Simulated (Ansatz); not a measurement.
BCl, charge +1, doublet, at a GFN2-xTB geometry (the spin is typed, not shown lowest); CCSD/cc-pVDZ in Ansatz (an electronic-structure program).

The Ansatz input:
Ansatz 0.2 input:
```yaml
crystal:
  periodic: [false, false, false]
  atoms:
    - {symbol: B, position_ang: [-0.00000000, -0.00000000, -1.16598762]}
    - {symbol: Cl, position_ang: [0.00000000, 0.00000000, 0.34293754]}
basis:
  gaussian:
    orbitals: cc-pVDZ
total_charge: 1
magnetization: {spin_polarized: true, initial_magnetization: 1}
correlation: {method: ccsd, electrons: all}
```

It wrote (shortened):

```
Functional definition: HF
327 factors; integrals over basis functions are off by at most 1.2e-3 eV
mean field evaluation 1: about -13162.7576 eV, gradient 1.6e1 eV
mean field evaluation 2: about -13162.8159 eV, gradient 1.6e1 eV
mean field evaluation 4: about -13164.8384 eV, gradient 2.2e0 eV
mean field evaluation 8: about -13164.9387 eV, gradient 3.5e-1 eV
mean field evaluation 16: about -13164.9430 eV, gradient 4.6e-6 eV
mean field -13164.94303042 eV, -483.8027328489 hartree, gradient 4.6e-6 eV, S^2 0.761484; 0 other end points of the search recorded, 0 dependent functions left out
reference -13164.94303042 eV, -483.8027328489 hartree; 11, 10 occupied and 21, 22 virtual orbitals, 327 factors
second order -4.88068530 eV of doubles, -0.00000000 eV of singles
cycle   1  -5.12502254 eV  change   -2.4e-1 eV  update   6.2e-2
cycle   2  -5.26441568 eV  change   -1.4e-1 eV  update   2.2e-2
cycle   3  -5.31089024 eV  change   -4.6e-2 eV  update   1.4e-2
cycle   4  -5.30824042 eV  change    2.6e-3 eV  update   4.2e-3
cycle   5  -5.30927831 eV  change   -1.0e-3 eV  update   1.8e-3
cycle   6  -5.31007484 eV  change   -8.0e-4 eV  update   7.8e-4
cycle   7  -5.31031373 eV  change   -2.4e-4 eV  update   2.8e-4
cycle   8  -5.31034584 eV  change   -3.2e-5 eV  update   8.3e-5
cycle   9  -5.31032362 eV  change    2.2e-5 eV  update   3.2e-5
cycle  10  -5.31032717 eV  change   -3.5e-6 eV  update   1.1e-5
Total energy: -13170.25335758 eV, -483.9978837728 hartree
```
